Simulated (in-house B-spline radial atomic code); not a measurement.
## PBE hybrid excitations of Sn⁴⁺

Method: PBE hybrid with 1 exact exchange. Computed with an all-electron radial atomic-structure program (B-spline basis): linear response of the closed shell [Kr] 4d10 with the functional's adiabatic kernel; scalar-relativistic (spin-free one-electron X2C), finite nucleus, no spin-orbit coupling, no double excitations, S, P, D and F terms only; shells from n = 2 respond. Only terms of natural parity with L up to 3 were computed.

Command:
```bash
python run_td.py task.json out
```
Settings (radii: box in bohr, nucleus in fm):
```
Z                        50
electrons                46
configuration            [Kr] 4d10
hamiltonian              x2c
method                   pbeh
box_radius               19.1
exact_exchange_fraction  1
rms_radius               4.6519
intervals                71
```

Time taken, with all properties: 5.1 s on 1 thread of Arm Neoverse N1 (shared host).

The lowest states, in the order of their Tamm-Dancoff energies; the method's threshold (minus the highest occupied level) is 78.78 eV. Labels give the largest channel, * marks a mixed state, and oscillator strengths are full-response dipole values. Semilocal kernels can invert the small singlet-triplet splittings of Rydberg terms. Energies in eV:

| state | full response | Tamm-Dancoff | oscillator strength |
| --- | --- | --- | --- |
| 4d → 5s 3D | 24.736 | 24.772 | - |
| 4d → 5s 1D | 25.593 | 25.609 | - |
| 4d → 5p 3P | 34.47 | 34.51 | - |
| 4d → 5p 3F | 35.16 | 35.19 | - |
| 4d → 5p 1F | 35.63 | 35.64 | - |
| 4d → 5p 1P | 36.19 | 36.27 | 0.949 |
| 4d → 5d 3S | 48.13 | 48.17 | - |
| 4d → 5d 3D | 49.38 | 49.40 | - |
| 4d → 5d 1D | 49.78 | 49.79 | - |
| 4d → 6s 3D | 52.07 | 52.08 | - |
| 4d → 6s 1D | 52.26 | 52.27 | - |
| 4d → 5d 1S | 52.15 | 52.48 | - |
| 4d → 4f 3P | 52.54 | 52.57 | - |
| 4d → 4f 3F | 54.08 | 54.11 | - |
| 4d → 4f 1F | 54.97 | 54.99 | - |
| 4d → 6p 3P | ? | ? | - |
| 4d → 6p 3F | 55.86 | 55.87 | - |
| 4d → 6p 1P | ? | ? | ? |
| 4d → 6p 1F | 55.98 | 55.98 | - |
| 4d → 4f 1P | 57.09 | 57.31 | 2.27 |
| 4d → 6d 3S | 61.08 | 61.10 | - |
| 4d → 6d 3D | 61.56 | 61.56 | - |

Question: Where does 4d → 6p 1P lie?

Answer: At 55.91 eV in full response, 55.96 eV in Tamm-Dancoff, oscillator strength 0.0507.

Question: Where does 4d → 6p 3P lie?

Answer: At 55.63 eV in full response, 55.64 eV in Tamm-Dancoff.

Question: How large is the singlet-triplet splitting of 4d → 5s (D terms) in Tamm-Dancoff?

Answer: 0.836 eV, from the unrounded values.

Question: What polarisabilities and dispersion coefficient does the method give?

Answer: Dipole 2.223 bohr³, quadrupole 4.396 bohr⁵, C6 8.529 hartree·bohr⁶ for two such species.
